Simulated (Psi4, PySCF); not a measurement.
C₃H₁₀GaN (SMILES CC[N](C)[GaH2]), singlet, geometry from GFN2-xTB (such geometries of metal compounds can be far from the true shape), atoms displaced at random by about 0.03 Å a coordinate. Base run: PBE0/STO-3G, gradient (PySCF).

PySCF was given this input:
```python
from pyscf import gto, scf, dft

mol = gto.Mole()
mol.atom = '''
    Ga   -0.012441   -1.118258   -0.636499
    H    -1.162929   -2.054693   -0.078243
    H     1.041950   -1.566377   -1.722111
    N     0.053158    0.581681   -0.191427
    C     1.049092    1.557344   -0.500998
    C    -0.917447    1.093573    0.931630
    C    -0.230448    1.211631    2.329356
    H     1.745742    1.803805    0.300642
    H     0.557086    2.459556   -0.900376
    H     1.631107    1.037682   -1.326705
    H    -1.285330    2.036158    0.648930
    H    -1.672873    0.329097    1.024842
    H     0.557499    2.008503    2.374793
    H    -0.988657    1.401370    3.058542
    H     0.289183    0.289084    2.564401
'''
mol.basis = 'sto-3g'
mol.charge = 0
mol.spin = 0
mol.verbose = 4
mol.build()

mf = dft.RKS(mol)
mf.xc = 'pbe0'
mf.kernel()
g = mf.nuc_grad_method()
grad = g.kernel()
```

Programs used: Psi4, PySCF; a row that names a program was run with it.

The coordinate followed is x of atom 2.

Variants of this job, named by their change:

```tsv
change	dE/dx (Eh/bohr)	net force (Eh/bohr)
base	-0.044357	0.000050
grids.level = 5; grid_response = on	-0.044358	0.000000
grids.level = 5; grid_response = off	-0.044357	0.000005
finite difference step (bohr) = 0.2; conv_tol = 1e-11	-0.044249	-
finite difference step (bohr) = 1e-4; conv_tol = 1e-11	-0.044358	-
conv_tol = 1e-4	-0.044842	0.000050
grids.level = 1; grid_response = off	-0.044333	0.000409
density fitting = on	-0.044358	0.000050
finite difference step (bohr) = 1e-5; conv_tol = 1e-11	-0.044357	-
finite difference step (bohr) = 0.05; conv_tol = 1e-11	-0.044352	-
code = psi4	-0.044353	0.000325
finite difference step (bohr) = 1e-3; conv_tol = 1e-11	-0.044358	-
```

The net force is zero for an exact gradient.
